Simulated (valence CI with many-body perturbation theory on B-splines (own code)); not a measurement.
# Questions on Tm³⁵⁺

Computed by valence CI with perturbative core correlation (CI+MBPT): six valence electrons over a frozen Dirac-Fock core [Ar] 3d10, a basis of 9 s, 9 p, 8 d, 6 f, 3 g, 1 h functions for each j, with the one-electron correlation potential Σ1 (screened to all orders), the two-electron term Σ2, the three-electron term Σ3, Breit, model QED; selected single and double excitations, second order for the rest (own B-spline code, finite nucleus).

No measured spectrum was set against this ion. As an estimate, large intervals hold to a few tenths of a per cent, small ones and those within an open d or f shell to about a per cent. Among the levels kept, up to 1000 cm⁻¹ of a level comes from second order outside the variational space, and about a tenth of that is noise between levels of different J, which matters for small intervals.

Levels are named by their leading jj configuration (3d3/2^4 stands for four electrons in 3d with j = 3/2), which in mixed levels can hold well under half, so a name can repeat and another be missing.

Rates and lifetimes use the calculated energies. Strong lines usually hold to 10 to 20 %, long lifetimes can be off by a factor of two.

Question: What is the ground level?

Answer: (4s^2 4p1/2^2 4p3/2^2) J=2, composition 70 % 4s2 4p4 3P + 29 % 4s2 4p4 1D, g = 1.350.

Question: What is the ionisation energy?

Answer: 1544 eV; NIST lists 1542 ± 5 eV (theoretical).

Question: What are the static dipole polarisabilities of the lowest levels?

Answer: (4s^2 4p1/2^2 4p3/2^2) J=2 0.0581 (tensor 0.00051); (4s^2 4p1/2^2 4p3/2^2) J=0 0.0580; (4s^2 4p1/2 4p3/2^3) J=1 0.0639 (tensor -0.0017); (4s^2 4p1/2 4p3/2^3) J=2 0.0637 (tensor -0.0039) bohr³, of which the core gives 0.00302.

Question: Among levels below 238.58 eV, which E1 lines absorb most strongly from the ground level?

Answer: to (4s^2 4p1/2 4p3/2^2 4d3/2) J=3 at 5.751 nm, f = 0.843; to (4s^2 4p1/2 4p3/2^2 4d3/2) J=2 at 5.768 nm, f = 0.584; to (4s^2 4p1/2^2 4p3/2 4d5/2) J=3 at 7.645 nm, f = 0.359.

Question: How well does LS coupling describe the low levels?

Answer: Among the lowest 20 levels the leading LS term, summed over configurations, holds 51 % on average. For single configurations the figures are 47 % in LS and 86 % in jj coupling. Terms mix most in the J = 2 level at 135.16 eV, where the leading one holds 28 %.

Question: Name the longest-lived excited levels whose lifetime is computed, and their main decay.

Answer: (4s^2 4p1/2^2 4p3/2^2) J=0 at 7.85 eV lives 217 ms, mostly by E2 to (4s^2 4p1/2^2 4p3/2^2) J=2; (4s^2 4p1/2^2 4p3/2 4d5/2) J=4 at 150.58 eV lives 65.1 μs, mostly by M1 to (4s^2 4p1/2^2 4p3/2 4d3/2) J=3; (4s^2 4p1/2 4p3/2^2 4d3/2) J=4 at 201.56 eV lives 2.46 μs, mostly by M1 to (4s^2 4p1/2^2 4p3/2 4d3/2) J=3.

Question: Where does the other parity begin?

Answer: At (4s^2 4p1/2^2 4p3/2 4d3/2) J=2, 135.16 eV.
